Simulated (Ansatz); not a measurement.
As₄⁻, that is AsAsAsAs tetrahedron with one electron more. Charge -1, multiplicity 2. Geometry PBE-D4/def2-SVP, that of the neutral singlet; atoms count from 1.

```xyz
4

As    0.321   -1.294   -0.705
As   -0.737    0.918   -0.943
As   -0.865   -0.284    1.203
As    1.281    0.660    0.446
```

The highest occupied level of the charge -1 doublet lies above zero (up to 1.80 eV). By energy differences it is unbound by 0.36 eV (vertical, to the charge 0 singlet, at PBE0-D4/def2-TZVPD) and held by the finite basis.

Problem. Estimate the Mulliken populations from the PBE0/def2-TZVPD orbitals of Ansatz.

Solution. 
```csv
atom,charge (e),spin (α − β)
As1,-0.36,0.57
As2,-0.36,0.57
As3,-0.14,-0.07
As4,-0.14,-0.07
```
Mulliken values and Mayer orders depend strongly on the basis. With diffuse functions, as here, like atoms can get unlike values, and bond orders can come out too low or too high.

Problem. Where does the spin sit?

Solution. Summed by element: As 1.00, of 1 unpaired in all. Largest on single atoms: As1 0.57, As2 0.57, As3 -0.07.

Problem. And the Mayer bond orders between bonded heavy atoms (over 0.3)?

Solution. As1–As2 1.20 (2.46 Å); As1–As3 1.00 (2.46 Å); As1–As4 1.00 (2.46 Å); As2–As3 1.00 (2.46 Å); As2–As4 1.00 (2.46 Å); As3–As4 1.04 (2.46 Å).
